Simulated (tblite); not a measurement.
Species: C5H4FO (doublet state).
SMILES with atom numbers: `[CH:1]#[C:2][C:3](=[O:4])[CH:5][CH2:6][F:7]` (hydrogens: H8 on C1; H9 on C5; H10, H11 on C6)

Structure used (GFN2-xTB), in Å, numbered top down from 1:
```
atom  x, y, z in Å
C1     2.132   -1.990    0.829
C2     1.250   -1.366    0.303
C3     0.190   -0.668   -0.379
O4    -0.306   -1.083   -1.427
C5    -0.229    0.537    0.265
C6    -1.304    1.341   -0.329
F7    -1.585    2.460    0.402
H8     2.904   -2.520    1.306
H9     0.228    0.866    1.185
H10   -2.235    0.757   -0.413
H11   -1.039    1.668   -1.348
```

All values are computed: GFN2-xTB (tblite) harmonic vibrations without scaling, gas phase. This tight-binding method is rough: wavenumbers can miss measured ones by several per cent, in bad cases by 10 to 20. One conformer, not necessarily the lowest. Open shells enter through the occupations alone, without spin polarisation, and single modes of such species can be off by tens of per cent.

Harmonic wavenumbers (cm⁻¹): 69.4, 102.6, 104.9, 195.9, 260.0, 370.1, 456.6, 522.1, 570.7, 617.4, 687.7, 702.2, 862.3, 927.6, 1030.9, 1115.5, 1125.5, 1138.5, 1258.7, 1353.7, 1381.7, 1558.8, 2236.0, 2834.0, 2870.9, 3111.5, 3376.8.

A = 6763, B = 1322, C = 1113 MHz; mass 99.025 u (most abundant isotopes); point group Cs, symmetry number 1; spin multiplicity 2.

Q: What is the zero-point energy?

A: Half the sum of the wavenumbers: 15421 cm⁻¹ = 184.48 kJ/mol.

Q: Give the ideal-gas entropy at 298.15 K and 1 bar in the rigid-rotor, harmonic-oscillator model (classical rotation).

A: Translation 166.17, rotation 116.61, vibration 81.16, spin (R ln 2) 5.76: S = 369.7 J/(mol K).

Q: And Cp and H(298.15 K) − H(0)?

A: Cp = 116.56 J/(mol K), of which vibrations give 83.30 (their classical limit is 27 R = 224.5); H(298.15 K) − H(0) = 22.78 kJ/mol without the zero-point energy, 12.86 from vibrations.

Q: Blend soft modes into free rotors: weight 1/[1 + (100 cm⁻¹/ν̃)⁴] for the oscillator and the rest for a rotor with moment μB/(μ + B), μ = h/(8π²ν), B = 10⁻⁴⁴ kg m². What vibrational entropy results?

A: 75.79 J/(mol K) in place of 81.16, which changes −T·S at 298.15 K by +1.60 kJ/mol.

Q: How do the functions run with temperature in this model?

A: 
| T (K) | S (J/(mol K)) | Cp (J/(mol K)) | H − H(0) (kJ/mol) | G − H(0) (kJ/mol) | ln q(vib) |
| --- | --- | --- | --- | --- | --- |
| 150 | 304.3 | 77.7 | 8.34 | -37.30 | 1.95 |
| 250 | 350.3 | 104.4 | 17.45 | -70.11 | 3.73 |
| 400 | 407.2 | 139.3 | 35.84 | -127.05 | 6.32 |
| 600 | 470.3 | 171.6 | 67.18 | -215.02 | 9.60 |
| 900 | 545.9 | 200.6 | 123.41 | -367.93 | 14.05 |

q(vib) and H(0) count from the zero-point level.

Q: What must be added to the electronic energy to get the Gibbs energy at 298.15 K and 1 bar?

A: ZPE + [H(298.15 K) − H(0)] − T·S = 184.48 + 22.78 − 110.23 = 97.03 kJ/mol.

Q: Which modes carry the vibrational entropy at 298.15 K?

A: 69.4 cm⁻¹: 17.45; 102.6 cm⁻¹: 14.24; 104.9 cm⁻¹: 14.06; 195.9 cm⁻¹: 9.08; 260.0 cm⁻¹: 6.95; 370.1 cm⁻¹: 4.52 J/(mol K); the other 21 give 14.85 together.

Hindered rotation and anharmonicity are outside this model. Other conformers, if any are populated, would add a mixing term that is left out.

The run took 0.61 s on one thread, Intel Xeon at 2.50 GHz (x86_64), on a shared host. The figure is for the frequency step alone.
